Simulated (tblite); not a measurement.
Species: C₆H₁₄O₂Si.
Atom-mapped SMILES: `[CH3:1][CH2:2][C:3](=[O:4])[SiH2:5][O:6][CH:7]([CH3:8])[CH3:9]` (hydrogens: H10, H11, H12 on C1; H13, H14 on C2; H15, H16 on Si5; H17 on C7; H18, H19, H20 on C8; H21, H22, H23 on C9)

Computed geometry: GFN2-xTB, gas phase.

Task: Give the optimised bond lengths and angles.

Result: 
| bond | length (Å) |
| --- | --- |
| C1–C2 | 1.522 |
| C2–C3 | 1.508 |
| C3=O4 | 1.211 |
| C3–Si5 | 1.914 |
| Si5–O6 | 1.614 |
| O6–C7 | 1.410 |
| C7–C8, C7–C9 | 1.525 |
| C1–H10, C1–H11, C1–H12 | 1.087 |
| C2–H13, C2–H14 | 1.093 |
| Si5–H15, Si5–H16 | 1.466 |
| C7–H17 | 1.099 |
| C8–H18 and 5 like bonds | 1.087 |

Bonds in one row agree within 0.01 Å and their mean is given. A selection of angles:
| angle | degrees |
| --- | --- |
| C1–C2–C3 | 113.5 |
| C2–C3–O4 | 122.6 |
| C2–C3–Si5 | 119.0 |
| O4–C3–Si5 | 118.4 |
| C3–Si5–O6 | 103.2 |
| Si5–O6–C7 | 129.7 |
| O6–C7–C8 | 108.0 |
| O6–C7–C9 | 110.0 |
| C8–C7–C9 | 111.6 |

Dihedral angles: C1–C2–C3–O4 -2° (synperiplanar); C2–C3–Si5–O6 -2° (synperiplanar); C3–Si5–O6–C7 -179° (antiperiplanar); Si5–O6–C7–C8 156° (antiperiplanar). The mirror-image conformer, all signs reversed, is as good.

The C–O distances run from 1.211 Å (C3=O4, drawn double) to 1.410 Å (O6–C7, drawn single), a spread of 0.199 Å. Of the pairs four or more bonds apart, Si5···H23 is among the closest relative to their van der Waals radii: 3.18 Å, 96 % of the sum of Bondi's values. Si5 (oxygen-bound silicon) is distorted tetrahedral (angles from 103.2° to 113.7°).

Point group: C1 (no symmetry element, even within 0.4 Å). Its lowest GFN2-xTB frequency is 14 cm⁻¹, too small to tell a flat minimum from a shallow saddle. The numbers are those of one conformer.
